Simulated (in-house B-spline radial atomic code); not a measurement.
Inner-shell binding energies (edges) and X-ray emission energies of free atoms and ions, as differences of relaxed hole-state energies with first-order Breit, QED and recoil terms, without correlation or multiplet splittings, in NIST's listed ground configurations. For neutral atoms such line energies lie within some 1 to 5 eV of tabulated X-ray lines (up to 20 eV for the heaviest). Removing outer electrons raises all edges nearly alike, so lines move far less than edges. K = 1s, L1 = 2s, L3 = 2p3/2. A dash marks a subshell that is part filled or wasn't run, or a line left out. Computed with a B-spline radial code for spherical atoms: Dirac-Hartree-Fock, average of the configuration, finite nuclei.

```json
{"ion": "Cr+", "configuration": "[Ar] 3d5", "K edge (eV)": "6003.74", "L1 edge (eV)": "712.48", "L3 edge (eV)": "589.79"}
{"ion": "Cr2+", "configuration": "[Ar] 3d4", "K edge (eV)": "6020.83", "L1 edge (eV)": "730.29", "L3 edge (eV)": "607.52"}
{"ion": "Cr3+", "configuration": "[Ar] 3d3", "K edge (eV)": "6041.42", "L1 edge (eV)": "751.74", "L3 edge (eV)": "628.87"}
{"ion": "Cr4+", "configuration": "[Ar] 3d2", "K edge (eV)": "6065.1", "L1 edge (eV)": "776.34", "L3 edge (eV)": "653.37"}
{"ion": "Cr5+", "configuration": "[Ar] 3d1", "K edge (eV)": "6091.66", "L1 edge (eV)": "803.82", "L3 edge (eV)": "680.74"}
{"ion": "Cr6+", "configuration": "[Ne] 3s2 3p6", "K edge (eV)": "6120.95", "L1 edge (eV)": "833.99", "L3 edge (eV)": "710.82"}
{"ion": "Cr7+", "configuration": "[Ne] 3s2 3p5", "K edge (eV)": "6156.1", "L1 edge (eV)": "866.2", "L3 edge (eV)": "-"}
```
